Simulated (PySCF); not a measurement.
# Dipole moment and polarisability of `C[SiH2]CC(F)(F)F`

C₃H₇F₃Si.
Geometry (PBE0-D3(BJ)/def2-SVP, Å), atoms numbered from 1 in this order:
```xyz
14
C3H7F3Si angstrom
C     -2.2711    0.2498   -0.3715
Si    -0.5515   -0.3847   -0.7756
C      0.6551    0.3078    0.5216
C      2.0856   -0.1309    0.4010
F      2.6106    0.2153   -0.7820
F      2.2092   -1.4595    0.5159
F      2.8608    0.4156    1.3471
H     -3.0025   -0.1177   -1.1076
H     -2.5944   -0.0885    0.6250
H     -2.2990    1.3503   -0.3870
H     -0.5165   -1.8770   -0.7373
H     -0.1284    0.0721   -2.1330
H      0.6364    1.4077    0.4712
H      0.3014    0.0262    1.5258
```

Level: wB97X-D/def2-SVPD (PySCF), static field, nuclei fixed, core orbitals frozen in the response. The polarisability tensor in these axes (au):

```
x   74.67 -0.90  3.04
y   -0.90 61.37  1.53
z    3.04  1.53 63.12
```

Q: What are the eigenvalues, a third of the trace, and Δα (Δα² = ½Σ(αi − αj)² over the three pairs)?

A: Principal values 60.09, 63.63 and 75.44 au; mean 66.39 au = 9.84 Å³ = 10.95 × 10⁻⁴⁰ C²·m²/J; Δα = 13.92 au (21 % of the mean).

Q: What is the dipole moment, and where does it point?

A: (-2.88, 0.95, 0.38) D, 3.05 D in size, pointing from the negative to the positive side. Measured along this direction, the outermost atoms are F5, F6 and F7 at the negative end and H8 and H10 at the positive end.

Q: Traceless (Buckingham) quadrupole moment about the centre of nuclear charge: eigenvalues?

A: -1.45, 0.05, 1.41 D·Å. The values depend on the origin, since the dipole doesn't vanish. The electronic extent ⟨r²⟩ about the same centre is 1152 bohr², a root-mean-square distance of 2.21 Å for the 66 electrons.

Q: Sum over states: ᾱ = Σ f/ω², ω in Eh. What share falls to these 10 lowest TDDFT singlets (eV, f)? 8.88, 0.0685; 8.89, 0.0700; 9.10, 0.0162; 9.14, 0.0235; 9.23, 0.0373; 9.41, 0.0629; 9.66, 0.0753; 9.93, 0.2241; 10.10, 0.0006; 10.21, 0.1162.

A: They add up to 5.61 au, 8.5 % of the 66.39 au; the largest single term is 1.68 au, from the state at 9.93 eV. Terms in order: 0.64, 0.66, 0.15, 0.21, 0.32, 0.53, 0.60, 1.68, 0.00, 0.82 au. Higher excitations give the rest. The strengths listed sum to 0.695.

Q: Find the Langevin capture rate constant for NO+ (29.998 u) meeting this molecule (128.027 u), k = 2.342 × 10⁻⁹ cm³/s × √(α in Å³ / reduced mass in u).

A: The reduced mass is 24.30 u, so k = 1.49 × 10⁻⁹ cm³/s. The formula leaves out the permanent dipole, which adds to the capture rate.

Geometry: PBE0-D3(BJ)/def2-SVP, one conformer, isolated molecule.

wB97X-D is run here without its empirical dispersion term; that term would change no orbital, density or response property at a fixed geometry.
